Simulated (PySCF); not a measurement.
**Solvent effects on NMR parameters**

Atom-mapped SMILES (the numbers label the heavy atoms): `[F:1][C:2]([F:3])=[C:4]([F:5])[c:6]1[cH:7][cH:8][cH:9][cH:10][cH:11]1` (H(Xn): hydrogen on atom n).

GIAO PBE0/pcSseg-1 in PySCF on one PBE0-D3(BJ)/def2-SVP conformer, non-relativistic, equivalent nuclei averaged. Solvents enter as an IEF-PCM continuum (benzene with ε = 2.3, tetrahydrofuran with ε = 7.4) around the gas-phase geometry. Shifts are referred to CFCl3, TMS computed in the same medium.

In benzene, δ in ppm: F1 -97.8, F3 -111.4, F5 -198.3, C2 164.4, C4 135.4, C8/C10 135.1, C9 134.3, C6 132.9, C7/C11 128.8, H(C7)/H(C11) 7.75, H(C8)/H(C10) 7.66, H(C9) 7.54. Dipole moment 1.92 D.

(1) How does each δ change in the more polar medium?

(2) Which nuclei move most (in ppm), and what does the model miss?

Answers

(1) 
```json
{"atoms": "F1", "environment": "vinylic fluorine", "Δδ, tetrahydrofuran": "+0.5"}
{"atoms": "F3", "environment": "vinylic fluorine", "Δδ, tetrahydrofuran": "+1.9"}
{"atoms": "F5", "environment": "vinylic fluorine", "Δδ, tetrahydrofuran": "-0.1"}
{"atoms": "C2", "environment": "fully substituted alkene carbon", "Δδ, tetrahydrofuran": "+0.5"}
{"atoms": "C4", "environment": "fully substituted alkene carbon", "Δδ, tetrahydrofuran": "+0.4"}
{"atoms": "C8/C10", "environment": "aromatic CH", "Δδ, tetrahydrofuran": "+0.7"}
{"atoms": "C9", "environment": "aromatic CH", "Δδ, tetrahydrofuran": "+0.8"}
{"atoms": "C6", "environment": "substituted aromatic carbon", "Δδ, tetrahydrofuran": "+0.3"}
{"atoms": "C7/C11", "environment": "aromatic CH", "Δδ, tetrahydrofuran": "+0.4"}
{"atoms": "H(C7)/H(C11)", "environment": "hydrogen on an aromatic CH", "Δδ, tetrahydrofuran": "+0.05"}
{"atoms": "H(C8)/H(C10)", "environment": "hydrogen on an aromatic CH", "Δδ, tetrahydrofuran": "+0.10"}
{"atoms": "H(C9)", "environment": "hydrogen on an aromatic CH", "Δδ, tetrahydrofuran": "+0.10"}
```

Changes are relative to benzene. The dipole moment becomes 2.06 D in tetrahydrofuran.

(2) F3 (vinylic fluorine, +1.9 ppm) in tetrahydrofuran. A continuum only polarises the solute; specific hydrogen bonds, the anisotropy of aromatic solvents and changes of geometry or conformer are outside it.
